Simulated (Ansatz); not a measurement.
Cost and result up the ladder for (MeBPH)3 ring (C3H12B3P3) (21 atoms). Total charge 0; singlet. Geometry: PBE-D4/def2-SVP.

Cartesian coordinates in Å:
```
B -0.309 0.805 -1.260
C -1.825 0.411 -1.286
P 0.987 -0.346 -2.155
B 1.081 -1.026 -0.329
C 0.207 -2.264 0.070
P 2.154 -0.141 1.040
B 0.539 0.953 1.063
C -0.589 0.627 2.100
P 0.246 2.374 -0.242
H -2.028 -0.667 -1.443
H -2.222 0.928 -2.193
H -2.425 0.792 -0.436
H 2.103 0.558 -2.044
H -0.688 -2.432 -0.562
H 0.878 -3.138 -0.118
H -0.066 -2.321 1.142
H 2.899 0.698 0.137
H -0.335 1.263 2.984
H -1.610 0.930 1.796
H -0.596 -0.416 2.475
H 1.598 2.415 -0.738
```

Ansatz on 2 threads of AMD EPYC 7R13 on a shared host and a share (18 GiB) of an NVIDIA H100 80GB HBM3. Times are rough, and most runs start from the orbitals of an earlier one. PBE0-D4/def2-TZVP serves as the yardstick here, not as an exact answer. Differences are given only for rows in sets of like size (and for xTB, whose basis is part of the method), since another set adds its own error. Binding counts from free atoms at the same level (B doublet, C triplet, P quartet, H doublet; other spins of the atoms weren't run), without zero-point energy or a counterpoise term.

Correlated methods freeze 21 core orbitals.

Correlated methods converge slowly with the basis.

```
                            level  functions  binding energy per atom (eV)  difference from PBE0-D4/def2-TZVP (eV)
   PBE-D4/def2-TZVP (with forces)        369                          3.89                                    0.05
               CCSD(T)/def2-TZVPP        480                          3.68                                   -0.16
              revPBE-D4/def2-TZVP        369                          3.82                                   -0.02
r2SCAN-D4/def2-TZVP (with forces)        369                          3.82                                   -0.01
                  PBE-D4/def2-SVP        198                          3.92                                       –
                PBE0-D4/def2-TZVP        369                          3.84                                    0.00
                    MP2/def2-TZVP        369                          3.67                                   -0.17
                     HF/def2-TZVP        369                          2.78                                   -1.06
                 PBE0-D4/def2-SVP        198                          3.87                                       –
```

(1) Estimate how long each takes.

Results:

(1) PBE-D4/def2-SVP 1.5 s; PBE0-D4/def2-SVP 2.2 s; revPBE-D4/def2-TZVP 2.7 s; PBE0-D4/def2-TZVP 2.8 s; HF/def2-TZVP 3.1 s; r2SCAN-D4/def2-TZVP (with forces) 3.4 s; MP2/def2-TZVP 3.5 s; PBE-D4/def2-TZVP (with forces) 3.5 s; CCSD(T)/def2-TZVPP 73 s. On shared hardware such times vary by a factor of up to 3.
